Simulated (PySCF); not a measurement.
# MoHCl + 3 HCl → MoH₄ + 2 Cl₂

Level: PBE0 in the def2-TZVP basis family, computed in PySCF with density fitting; scalar-relativistic core potentials for atoms from Rb on, none lighter, no spin–orbit coupling; open shells unrestricted.

```json
{"species": "MoHCl", "state and structure": "quintet, Cs, Mo–Cl 2.261 Å, Mo–H 1.703 Å; Cl–Mo–H 113.4°", "E (Eh)": "-528.83308", "ZPE (kJ/mol)": "16.0", "H(298 K) − H(0) (kJ/mol)": "11.5", "S° (J/(mol K))": "284.2"}
{"species": "HCl", "state and structure": "singlet, C∞v, H–Cl 1.279 Å", "E (Eh)": "-460.66440", "ZPE (kJ/mol)": "17.9", "H(298 K) − H(0) (kJ/mol)": "8.7", "S° (J/(mol K))": "186.6"}
{"species": "MoH₄", "state and structure": "triplet, Td, Mo–H 1.686 Å (×4)", "E (Eh)": "-70.47291", "ZPE (kJ/mol)": "64.7", "H(298 K) − H(0) (kJ/mol)": "12.0", "S° (J/(mol K))": "238.1"}
{"species": "Cl₂", "state and structure": "singlet, D∞h, Cl–Cl 1.982 Å", "E (Eh)": "-920.08940", "ZPE (kJ/mol)": "3.5", "H(298 K) − H(0) (kJ/mol)": "9.1", "S° (J/(mol K))": "222.5"}
```

**Question.** What is the electronic reaction energy?

**Answer.** At PBE0/def2-TZVP, ΔE = 458.3 kJ/mol from the differences of the total energies times 2625.5, uphill. 

**Question.** Add zero-point, thermal and entropy terms for 298.15 K and 1 bar.

**Answer.** ΔZPE = 2.0 and Δ[H(298) − H(0)] = -7.4 kJ/mol give ΔH° = 452.9 kJ/mol. ΔS° = -160.9 J/(mol K), so ΔG° = 452.9 − 298.15 × (-0.1609) = 501 kJ/mol.

Open d or f shells are single determinants, so the state found may not be the ground state. Each species is the lowest minimum found with this bonding; other isomers or fragments can lie lower.
